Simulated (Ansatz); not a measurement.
Mulliken charges of H₂OSZn, SMILES `[OH][Zn][SH]` from PBE/def2-TZVPP in Ansatz (PBE0-D4/def2-TZVP geometry).

```json
{"atom": "O1", "x (Å)": "-1.312", "y (Å)": "-1.337", "z (Å)": "-0.179", "charge (e)": "-0.444"}
{"atom": "Zn2", "x (Å)": "-0.241", "y (Å)": "0.075", "z (Å)": "-0.129", "charge (e)": "0.398"}
{"atom": "S3", "x (Å)": "1.031", "y (Å)": "1.806", "z (Å)": "-0.210", "charge (e)": "-0.262"}
{"atom": "H4", "x (Å)": "-1.582", "y (Å)": "-1.685", "z (Å)": "0.673", "charge (e)": "0.192"}
{"atom": "H5", "x (Å)": "2.155", "y (Å)": "1.068", "z (Å)": "-0.197", "charge (e)": "0.116"}
```

Q: By hand: the dipole of these point charges (1 e Å = 4.8032 D).

A: Σ q r = (0.163, -0.049, 0.190) e Å, of length 0.255 e Å = 1.22 D.

Q: How does the dipole of the full density compare? (Estimate.)

A: The calculation gave: (0.099, -0.103, 0.261) e Å, 1.43 D; the point charges give 0.85 times that, at 21° from its direction.

Point charges leave out the atoms' own dipoles, such as those of lone pairs, and Mulliken's split depends on the basis, so the two needn't agree.
